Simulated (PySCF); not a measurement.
H₃FGeSi (SMILES [F][Ge][SiH3]), singlet, at a GFN2-xTB geometry, atoms displaced at random by about 0.03 Å a coordinate; PBE/STO-3G, gradient in PySCF.

The PySCF input:
```python
from pyscf import gto, scf, dft

mol = gto.M(
    atom='''
Ge    0.18273830    0.38849518    0.69246120
F     0.61326263    1.51192337   -0.65922902
Si   -0.59880312   -1.39800696   -0.84346724
H     0.52236361   -2.16090400   -1.54857669
H    -1.46879701   -0.94875887   -1.91847343
H    -1.30700049   -2.46353208   -0.08653889
''',
    basis='sto-3g',
    verbose=4,
)

mf = dft.RKS(mol)
mf.xc = 'pbe'
mf.kernel()
g = mf.nuc_grad_method()
grad = g.kernel()
```

The log (banner, timings and long lists left out):

```
PySCF version 2.14.0

[INPUT] verbose = 4
[INPUT] num. atoms = 6
[INPUT] num. electrons = 58
[INPUT] charge = 0
[INPUT] spin (= nelec alpha-beta = 2S) = 0
[INPUT] symmetry False subgroup None
[INPUT] Mole.unit = angstrom
[INPUT] Symbol           X                Y                Z      unit          X                Y                Z       unit  Magmom
[INPUT]  1 Ge     0.182738300000   0.388495180000   0.692461200000 AA    0.345325339469   0.734149490914   1.308562019888 Bohr   0.0
[INPUT]  2 F      0.613262630000   1.511923370000  -0.659229020000 AA    1.158898413130   2.857121090629  -1.245762301165 Bohr   0.0
[INPUT]  3 Si    -0.598803120000  -1.398006960000  -0.843467240000 AA   -1.131573899335  -2.641850274636  -1.593922078643 Bohr   0.0
[INPUT]  4 H      0.522363610000  -2.160904000000  -1.548576690000 AA    0.987124160339  -4.083516741477  -2.926385826985 Bohr   0.0
[INPUT]  5 H     -1.468797010000  -0.948758870000  -1.918473430000 AA   -2.775624081480  -1.792894422552  -3.625389359955 Bohr   0.0
[INPUT]  6 H     -1.307000490000  -2.463532080000  -0.086538890000 AA   -2.469872970772  -4.655400930280  -0.163534801224 Bohr   0.0

nuclear repulsion = 235.255318035861
number of shells = 19
number of NR pGTOs = 105
number of NR cGTOs = 35
basis = sto-3g
ecp = {}

******** <class 'pyscf.dft.rks.RKS'> ********
method = RKS
initial guess = minao
damping factor = 0
level_shift factor = 0
DIIS = <class 'pyscf.scf.diis.CDIIS'>
diis_start_cycle = 1
diis_space = 8
diis_damp = 0
SCF conv_tol = 1e-09
SCF conv_tol_grad = None
SCF max_cycles = 50
direct_scf = True
direct_scf_tol = 1e-13
XC library pyscf.dft.libxc version 7.1.2
    S. Lehtola, C. Steigemann, M. J. T. Oliveira, and M. A. L. Marques,  SoftwareX 7, 1–5 (2018)
XC functionals = pbe
    J. P. Perdew, K. Burke, and M. Ernzerhof,  Phys. Rev. Lett. 77, 3865 (1996)
    J. P. Perdew, K. Burke, and M. Ernzerhof,  Phys. Rev. Lett. 78, 1396 (1997)
    J. P. Perdew, K. Burke, and M. Ernzerhof,  Phys. Rev. Lett. 77, 3865 (1996)
    J. P. Perdew, K. Burke, and M. Ernzerhof,  Phys. Rev. Lett. 78, 1396 (1997)
radial grids:
    Treutler-Ahlrichs [JCP 102, 346 (1995); DOI:10.1063/1.469408] (M4) radial grids

becke partition: Becke, JCP 88, 2547 (1988); DOI:10.1063/1.454033
pruning grids: <function nwchem_prune>
grids dens level: 3
symmetrized grids: False
atomic radii adjust function: <function treutler_atomic_radii_adjust>
small_rho_cutoff = 0
Set gradient conv threshold to 3.16228e-05
Initial guess from minao.
tot grids = 83512
init E= -2436.11622570632
  HOMO = -0.439730002184482  LUMO = -0.377761493813387  gap/eV = 1.68625
cycle= 1 E= -2438.55316180233  delta_E= -2.44  |g|= 0.442  |ddm|= 2.77
  HOMO = 0.208828656318621  LUMO = 0.217926541826082  gap/eV = 0.24757
cycle= 2 E= -2423.91176211133  delta_E= 14.6  |g|=  8.5  |ddm|= 7.12
  HOMO = 0.134832881007634  LUMO = 0.140667212758194  gap/eV = 0.15876
cycle= 3 E= -2436.24940400444  delta_E= -12.3  |g|=  2.1  |ddm|= 5.26
  HOMO = 0.000379091063556158  LUMO = 0.053996630098872  gap/eV = 1.45901
cycle= 4 E= -2438.1062480122  delta_E= -1.86  |g|=  1.4  |ddm|= 3.39
  HOMO = -0.00406040004074792  LUMO = 0.0225121009322006  gap/eV = 0.72307
cycle= 5 E= -2438.66241186399  delta_E= -0.556  |g|= 0.141  |ddm|= 1.49
  HOMO = -0.00477129242959411  LUMO = -0.00287490446013455  gap/eV = 0.05160
cycle= 6 E= -2436.93645241044  delta_E= 1.73  |g|= 1.17  |ddm|= 3.19
  HOMO = -0.047308674033838  LUMO = -0.0189888637252271  gap/eV = 0.77062
cycle= 7 E= -2438.66571630428  delta_E= -1.73  |g|= 0.176  |ddm|= 3.13
  HOMO = -0.0291303111537866  LUMO = -0.020101974809041  gap/eV = 0.24567
cycle= 8 E= -2438.67765302338  delta_E= -0.0119  |g|= 0.0212  |ddm|= 0.305

WARN: HOMO -0.0174635817762707 == LUMO -0.016673719102595

cycle= 9 E= -2438.67786697437  delta_E= -0.000214  |g|= 0.00883  |ddm|= 0.166
  HOMO = -0.0144753265621237  LUMO = -0.0131258244510837  gap/eV = 0.03672
cycle= 10 E= -2436.96963541745  delta_E= 1.71  |g|= 1.11  |ddm|= 3.12
  HOMO = -0.0145967777067068  LUMO = -0.0132488695584005  gap/eV = 0.03668
cycle= 11 E= -2436.96879784358  delta_E= 0.000838  |g|= 1.11  |ddm|= 0.0267
  HOMO = -0.0145354226702683  LUMO = -0.0132360170554611  gap/eV = 0.03536
cycle= 12 E= -2436.96856930778  delta_E= 0.000229  |g|= 1.11  |ddm|= 0.0137
  HOMO = -0.0154829647982042  LUMO = -0.0143363067342011  gap/eV = 0.03120
cycle= 13 E= -2436.9706901048  delta_E= -0.00212  |g|= 1.11  |ddm|= 0.0227
  HOMO = -0.0152722697240628  LUMO = -0.014176477631566  gap/eV = 0.02982
cycle= 14 E= -2436.9753774205  delta_E= -0.00469  |g|= 1.11  |ddm|= 0.0945
  HOMO = -0.0155700392026711  LUMO = -0.0143897545405773  gap/eV = 0.03212
cycle= 15 E= -2436.97586146733  delta_E= -0.000484  |g|= 1.11  |ddm|= 0.204

WARN: HOMO -0.0164772646470379 == LUMO -0.0163341850847249

cycle= 16 E= -2437.25034221007  delta_E= -0.274  |g|= 1.33  |ddm|= 0.966

WARN: HOMO -0.0168432363150522 == LUMO -0.0160400717728063

cycle= 17 E= -2437.03579008473  delta_E= 0.215  |g|= 1.16  |ddm|= 0.524
  HOMO = -0.0947502515979856  LUMO = -0.0807889305965376  gap/eV = 0.37991
cycle= 18 E= -2436.54462879251  delta_E= 0.491  |g|= 2.21  |ddm|= 3.54
  HOMO = -0.178200460695145  LUMO = -0.0944129175442282  gap/eV = 2.27998
cycle= 19 E= -2438.50403843374  delta_E= -1.96  |g|= 0.594  |ddm|= 3.14
  HOMO = -0.0771471021543428  LUMO = -0.00414091680801154  gap/eV = 1.98660
cycle= 20 E= -2438.5987734289  delta_E= -0.0947  |g|= 0.47  |ddm|= 1.64
  HOMO = -0.0859591090531586  LUMO = -0.0311851726758677  gap/eV = 1.49047
cycle= 21 E= -2438.62507192603  delta_E= -0.0263  |g|= 0.371  |ddm|= 0.607
  HOMO = -0.0786183499253779  LUMO = -0.0261969065058892  gap/eV = 1.42646
cycle= 22 E= -2438.651106215  delta_E= -0.026  |g|= 0.266  |ddm|= 0.296
  HOMO = -0.0328841023204759  LUMO = -0.0136957755697185  gap/eV = 0.52214
cycle= 23 E= -2438.6743809921  delta_E= -0.0233  |g|= 0.0924  |ddm|= 0.315

WARN: HOMO -0.0174461951796111 == LUMO -0.016969753666126

cycle= 24 E= -2438.67641044902  delta_E= -0.00203  |g|= 0.045  |ddm|= 0.514
  HOMO = -0.0272545182707149  LUMO = -0.017932103604484  gap/eV = 0.25368
cycle= 25 E= -2438.67700429314  delta_E= -0.000594  |g|= 0.0315  |ddm|= 0.618
  HOMO = -0.0144789644545069  LUMO = -0.0131641524712406  gap/eV = 0.03578
cycle= 26 E= -2436.96486630316  delta_E= 1.71  |g|= 1.15  |ddm|= 3.11
  HOMO = -0.020911097563548  LUMO = -0.0170955646257175  gap/eV = 0.10383
cycle= 27 E= -2438.67792949307  delta_E= -1.71  |g|= 0.00823  |ddm|= 3.09
  HOMO = -0.0190090937554894  LUMO = -0.0172428214266294  gap/eV = 0.04806
cycle= 28 E= -2438.6776870176  delta_E= 0.000242  |g|= 0.0154  |ddm|= 0.34

WARN: HOMO -0.0174107382203874 == LUMO -0.0170173122751823

cycle= 29 E= -2438.67019651785  delta_E= 0.00749  |g|= 0.0979  |ddm|= 0.988
  HOMO = -0.0181917310559853  LUMO = -0.0169781057187085  gap/eV = 0.03302
cycle= 30 E= -2438.67785482477  delta_E= -0.00766  |g|= 0.00709  |ddm|= 0.616

WARN: HOMO -0.0172365970040901 == LUMO -0.0169750975617077

cycle= 31 E= -2438.67792176013  delta_E= -6.69e-05  |g|= 0.00274  |ddm|= 0.215

WARN: HOMO -0.0170182368574763 == LUMO -0.016876015023606

cycle= 32 E= -2437.13789523081  delta_E= 1.54  |g|= 1.29  |ddm|= 3.06

WARN: HOMO -0.0170541915849636 == LUMO -0.0164599972428254

cycle= 33 E= -2437.07876665616  delta_E= 0.0591  |g|= 1.24  |ddm|= 0.207

WARN: HOMO -0.0177280075624822 == LUMO -0.0169691268389676

cycle= 34 E= -2438.67256307133  delta_E= -1.59  |g|= 0.0811  |ddm|= 2.87

WARN: HOMO -0.0175012401958689 == LUMO -0.016985325012897

cycle= 35 E= -2438.67565190436  delta_E= -0.00309  |g|= 0.0494  |ddm|= 0.147
  HOMO = -0.018123438716107  LUMO = -0.0170827989473379  gap/eV = 0.02832
cycle= 36 E= -2438.6779416252  delta_E= -0.00229  |g|= 0.00621  |ddm|= 0.514

WARN: HOMO -0.017115964583493 == LUMO -0.0170634449702526

cycle= 37 E= -2438.66968196112  delta_E= 0.00826  |g|= 0.102  |ddm|= 0.834

WARN: HOMO -0.0171376438458544 == LUMO -0.0170878988918896

cycle= 38 E= -2438.67773748698  delta_E= -0.00806  |g|= 0.00887  |ddm|= 0.682

WARN: HOMO -0.0170463061793517 == LUMO -0.0168366981981392

cycle= 39 E= -2437.07125952406  delta_E= 1.61  |g|= 1.23  |ddm|=  3.1

WARN: HOMO -0.017195995829619 == LUMO -0.0168903818430023

cycle= 40 E= -2438.59187479181  delta_E= -1.52  |g|= 0.423  |ddm|= 2.48

WARN: HOMO -0.0171313685444981 == LUMO -0.0169285240312358

cycle= 41 E= -2438.67655272665  delta_E= -0.0847  |g|= 0.036  |ddm|= 0.998

WARN: HOMO -0.0172124253853879 == LUMO -0.0169956066401311

cycle= 42 E= -2438.67790550191  delta_E= -0.00135  |g|= 0.00461  |ddm|= 0.619

WARN: HOMO -0.0172301770821251 == LUMO -0.0170214819192827

cycle= 43 E= -2438.67677682566  delta_E= 0.00113  |g|= 0.032  |ddm|= 0.66

WARN: HOMO -0.0174019258983879 == LUMO -0.0170275602136131

cycle= 44 E= -2438.67794363266  delta_E= -0.00117  |g|= 0.00734  |ddm|= 0.567

WARN: HOMO -0.0177444869606613 == LUMO -0.0171289518702886

cycle= 45 E= -2438.67787636511  delta_E= 6.73e-05  |g|= 0.00957  |ddm|= 0.101

WARN: HOMO -0.0173762919008723 == LUMO -0.0170106969103931

cycle= 46 E= -2438.67262000383  delta_E= 0.00526  |g|= 0.0807  |ddm|= 0.699

WARN: HOMO -0.0172891049302671 == LUMO -0.0170120739257153

cycle= 47 E= -2438.67794464297  delta_E= -0.00532  |g|= 0.00542  |ddm|= 0.666

WARN: HOMO -0.0169683551729132 == LUMO -0.0168917869467921

cycle= 48 E= -2437.06725932853  delta_E= 1.61  |g|= 1.22  |ddm|= 3.08

WARN: HOMO -0.0170737832219761 == LUMO -0.0169765143356189

cycle= 49 E= -2438.6546935308  delta_E= -1.59  |g|= 0.192  |ddm|=  2.7

WARN: HOMO -0.0173238736061375 == LUMO -0.0170120530005999

cycle= 50 E= -2438.67795174817  delta_E= -0.0233  |g|= 0.00382  |ddm|= 1.21
SCF not converged.
SCF energy = -2438.67795174817

WARN: Ground state RKS not converged

******** <class 'pyscf.grad.rks.Gradients'> for <class 'pyscf.dft.rks.RKS'> ********
unit = Eh/Bohr
grid_response = False
--------------- RKS gradients ---------------
         x                y                z
0 Ge    -0.0077791353    -0.0209281416     0.0643055153
1 F     0.0146360259     0.0379701921    -0.0473402017
2 Si    -0.0255149304     0.0103343601    -0.0121186366
3 H     0.0178803506    -0.0160824772    -0.0129287252
4 H     0.0035772619    -0.0011108172     0.0009635133
5 H    -0.0028042140    -0.0101322272     0.0072020449
----------------------------------------------
```

The run did not converge; its last values are not results.
